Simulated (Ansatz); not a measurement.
Ag₂H₃⁻. Charge -1, multiplicity 1. Geometry r2SCAN-D4/def2-TZVPD.

```xyz
5

Ag   -1.652    1.707    0.179
Ag    0.145   -0.150   -0.016
H    -0.310   -0.686    1.472
H     0.545    0.445   -1.499
H     1.272   -1.317   -0.136
```

In the def2 sets Ag takes a core potential; there is no spin–orbit coupling. LC-ωPBE has ω = 0.4 bohr⁻¹. The restricted singlet is unstable towards broken spin symmetry in Hartree–Fock (as tested in another run); at LDA (SPW92)/def2-TZVPD, PBE-D4/def2-TZVPD, r2SCAN-D4/def2-TZVPD, PBE0-D4/def2-TZVPD and others this wasn't settled. Another isomer (singlet) lies 1.90 eV lower at PBE0-D4/def2-TZVPD; other spin states weren't run for this one.

(1) Estimate the orbital energies around the gap (eV) in Ansatz with LDA (SPW92)/def2-TZVPD, PBE-D4/def2-TZVPD, r2SCAN-D4/def2-TZVPD, PBE0-D4/def2-TZVPD, LC-ωPBE/def2-TZVPD.

Results:

(1) 
| orbital | LDA (SPW92)/def2-TZVPD | PBE-D4/def2-TZVPD | r2SCAN-D4/def2-TZVPD | PBE0-D4/def2-TZVPD | LC-ωPBE/def2-TZVPD |
| --- | --- | --- | --- | --- | --- |
| HOMO−9 | -3.93 | -3.71 | -3.99 | -5.51 | -8.22 |
| HOMO−8 | -3.75 | -3.52 | -3.80 | -5.31 | -7.97 |
| HOMO−7 | -2.76 | -2.56 | -2.80 | -4.28 | -7.02 |
| HOMO−6 | -2.62 | -2.40 | -2.64 | -4.19 | -6.99 |
| HOMO−5 | -2.53 | -2.37 | -2.64 | -4.17 | -6.99 |
| HOMO−4 | -2.48 | -2.32 | -2.58 | -4.16 | -6.97 |
| HOMO−3 | -2.43 | -2.28 | -2.55 | -4.14 | -6.89 |
| HOMO−2 | -2.43 | -2.27 | -2.53 | -3.66 | -6.31 |
| HOMO−1 | -1.27 | -1.17 | -1.41 | -2.16 | -4.56 |
| HOMO | -0.62 | -0.38 | -0.46 | -0.96 | -2.81 |
| LUMO | 1.56 | 1.72 | 1.80 | 2.26 | 3.74 |
| LUMO+1 | 2.72 | 2.90 | 3.15 | 3.44 | 4.94 |
| LUMO+2 | 3.55 | 3.66 | 4.01 | 4.14 | 5.53 |
| LUMO+3 | 4.10 | 4.22 | 4.57 | 4.87 | 6.40 |
| LUMO+4 | 4.19 | 4.31 | 4.78 | 4.87 | 6.47 |
| LUMO+5 | 4.59 | 4.66 | 5.51 | 5.20 | 6.73 |
